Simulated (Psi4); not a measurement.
Psi4 input (wB97X-D/6-31G*):

```
memory 1500 MB

molecule {
-1 1
N     1.38397500   -0.41132400    0.37474900
B     0.11002600   -0.03673200    0.01435600
N    -1.15461700   -0.83298900   -0.01215600
O    -0.14619000    1.30553500   -0.44950800
H     1.45996500   -1.37931900    0.68127400
H    -1.99688800   -0.28178200    0.09352400
H    -1.17347300   -1.60597300    0.63637900
H     0.72427200    1.71664800   -0.42504000
symmetry c1
no_reorient
no_com
}

set {
  basis 6-31G*
  reference rks
  scf_type pk
  dft_radial_points 99
  dft_spherical_points 590
  e_convergence 1e-8
  d_convergence 1e-7
  maxiter 150
}

e = energy('wb97x-d')
print_out(f'\nFINAL {e:.10f} DIPOLE {variable("CURRENT DIPOLE")[0]:.6f} {variable("CURRENT DIPOLE")[1]:.6f} {variable("CURRENT DIPOLE")[2]:.6f}\n')
```

From the output:

```

       1A    -19.019984     2A    -14.202360     3A    -14.099427
       4A     -6.594690     5A     -0.854025     6A     -0.719709
       7A     -0.598037     8A     -0.384454     9A     -0.338006
      10A     -0.280221    11A     -0.263160    12A     -0.194014
      13A     -0.181751    14A     -0.122771    15A     -0.059362
      16A     -0.029012

    Virtual:

      17A      0.356338    18A      0.409075    19A      0.429321
      20A      0.450551    21A      0.458077    22A      0.559170
      23A      0.599320    24A      0.693183    25A      0.781399
      26A      0.849865    27A      0.878234    28A      0.966762
      29A      1.011218    30A      1.048759    31A      1.095008
      32A      1.130955    33A      1.165212    34A      1.206954
      35A      1.214654    36A      1.241329    37A      1.278411
      38A      1.299249    39A      1.328092    40A      1.361908
      41A      1.478847    42A      1.548100    43A      1.592746
      44A      1.673459    45A      1.738324    46A      1.795460
      47A      1.905642    48A      1.945619    49A      2.008726
      50A      2.076453    51A      2.109925    52A      2.143702
      53A      2.289712    54A      2.434654    55A      2.555581
      56A      2.620182    57A      2.642529    58A      2.727994
      59A      2.756062    60A      2.780931    61A      2.894241
      62A      3.015463    63A      3.131112    64A      3.174682
      65A      3.959235    66A      4.138522    67A      4.188228
      68A      4.345245

    Final Occupation by Irrep:
              A
    DOCC [    16 ]
    NA   [    16 ]
    NB   [    16 ]

  @RKS Final Energy:  -211.99152765096011

   => Energetics <=

    Nuclear Repulsion Energy =            107.3308833705306711
    One-Electron Energy =                -509.4998694106516268
    Two-Electron Energy =                 209.7227691625876673
    DFT Exchange-Correlation Energy =     -19.5436044804062234
    Empirical Dispersion Energy =          -0.0017062930206011
    VV10 Nonlocal Energy =                  0.0000000000000000
    Total Energy =                       -211.9915276509601085

Computation Completed

Properties will be evaluated at   0.000000,   0.000000,   0.000000 [a0]

Properties computed using the SCF density matrix

 Multipole Moments:

 ------------------------------------------------------------------------------------
     Multipole            Electronic (a.u.)      Nuclear  (a.u.)        Total (a.u.)
 ------------------------------------------------------------------------------------

 L = 1.  Multiply by 2.5417464519 to convert [e a0] to [Debye]
 Dipole X            :         -1.1407016           -0.0000151           -1.1407167
 Dipole Y            :          0.0077852            0.0000057            0.0077909
 Dipole Z            :          0.2813604            0.0000076            0.2813679
 Magnitude           :                                                    1.1749311

 ------------------------------------------------------------------------------------

FINAL -211.9915276510 DIPOLE -1.140717 0.007791 0.281368

*** Psi4 exiting successfully. Buy a developer a beer!
```

The dipole moment of an ion depends on the origin.

The geometry given is a B3LYP-D3(BJ)/def2-TZVP minimum.
